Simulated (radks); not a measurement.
Neutral tin inside a hard spherical wall (all orbitals vanish at R), configuration held at [Kr] 4d10 5s2 5p2 and not refilled when levels cross. All-electron calculation, scalar-relativistic Kohn-Sham, LDA (Slater exchange, Perdew-Wang correlation), spin-polarised, spherical densities, point nucleus; open shells are filled with parallel spins first (spin-orbit coupling, left out, can overturn this in heavy ions). Program: a radial shooting solver on a logarithmic mesh with Libxc functionals. Eigenvalues in eV for spin up, with the zero of energy where the potential of the charges vanishes at infinity; a dash marks a level that is unbound or too diffuse for the functional's potential to be trusted. A positive occupied level is held by the wall or, in an anion where self-interaction has pushed it up, behind a barrier. The pressure on the wall is -dE/dV.

R (bohr)  E (hartree)  kinetic (hartree)    e(4p)    e(4d)    e(5s)   e(5p)  e(6s, empty)  e(5d, empty)  pressure (GPa)
free      -6171.88575           6442.324  -89.463  -25.857  -11.159  -4.237        -0.494             -               0
15        -6171.88575           6442.324  -89.462  -25.856  -11.159  -4.237        -0.411         0.858        < 0.0001
12        -6171.88569           6442.325  -89.455  -25.849  -11.153  -4.232        -0.191         1.164         0.00104
7         -6171.87135           6442.421  -88.829  -25.235  -10.684  -3.676         3.614         3.772           0.768
6         -6171.84102           6442.587  -88.052  -24.479  -10.096  -2.894         7.288         5.821            3.36
5         -6171.73925           6443.075  -86.356  -22.844   -8.693  -0.944        15.244         9.985            16.8
3.5       -6170.82397           6446.730  -78.993  -15.863   -0.299  10.420        54.094        29.445             296
3         -6169.59305           6451.328  -72.885  -10.041    8.908  22.210        89.397        46.977             972
2         -6156.43303           6497.499  -36.874   27.608   86.945  113.38        312.72        158.97           20500
1.5       -6117.09361           6621.376   30.212   103.54   272.63  312.12        725.27        369.02          161000
